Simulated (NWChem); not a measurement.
Species: NbF₄ cation; SMILES [F][Nb+]([F])([F])[F]

```xyz
5

Nb     0.0002     0.0000     0.0000
F      1.1736     0.8413    -1.0531
F      0.8695    -1.1293     1.0783
F     -1.1583    -0.9128    -1.0092
F     -0.8849     1.2008     0.9839
```
Atoms are numbered in this order, from 1.

Geometry: optimised at PBE0/def2-SVP. This spin state was assumed; another may lie lower. def2 effective core potentials on Nb; no spin-orbit coupling.

Problem. List the 6 lowest vertical singlet excitations from PBE/def2-SVP with def2 effective core potentials on Nb, TDA (NWChem).

Solution. 
```json
[
 {"state": "S1", "energy (eV)": "6.86", "oscillator strength": "0.000", "leading excitation (squared amplitude)": "HOMO → LUMO+1 (0.52)"},
 {"state": "S2", "energy (eV)": "6.86", "oscillator strength": "0.000", "leading excitation (squared amplitude)": "HOMO−1 → LUMO (0.69)"},
 {"state": "S3", "energy (eV)": "6.86", "oscillator strength": "0.000", "leading excitation (squared amplitude)": "HOMO−2 → LUMO+1 (0.52)"},
 {"state": "S4", "energy (eV)": "6.99", "oscillator strength": "0.000", "leading excitation (squared amplitude)": "HOMO−3 → LUMO (0.51)"},
 {"state": "S5", "energy (eV)": "6.99", "oscillator strength": "0.000", "leading excitation (squared amplitude)": "HOMO−4 → LUMO+1 (0.50)"},
 {"state": "S6", "energy (eV)": "6.99", "oscillator strength": "0.000", "leading excitation (squared amplitude)": "HOMO−5 → LUMO (0.39)"}
]
```
